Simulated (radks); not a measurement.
Question: The mean radii <r> (bohr) of the occupied orbitals of an atom or ion are listed with their occupations. Method: scalar-relativistic Kohn-Sham, LDA (Slater exchange, Perdew-Wang correlation), spin-polarised, spherical densities, finite nucleus; Fermi nuclear charge, rms radius of each element as measured or else 0.836 A^(1/3) + 0.57 fm; computed with a radial shooting solver on a logarithmic mesh with Libxc functionals.

orbital  occ.      <r>
1s up       1  0.01804
1s down     1  0.01804
2s up       1  0.07517
2s down     1  0.07514
2p up       3  0.06712
2p down     3  0.06709
3s up       1   0.1796

Name the element and its charge. Open shells, if any, are filled with parallel spins first.

Answer: Z = 75, rhenium, charge +64: Re64+ in [Ne] 3s1. The 1s radius gives Z: for a bare nucleus <r> = (2 gamma + 1)/(2Z) with gamma = sqrt(1 - (Z/c)^2), 0.01783 bohr for Z = 75, and screening makes it slightly larger (0.01804 here). The occupations add up to 11, and the charge is Z minus that.
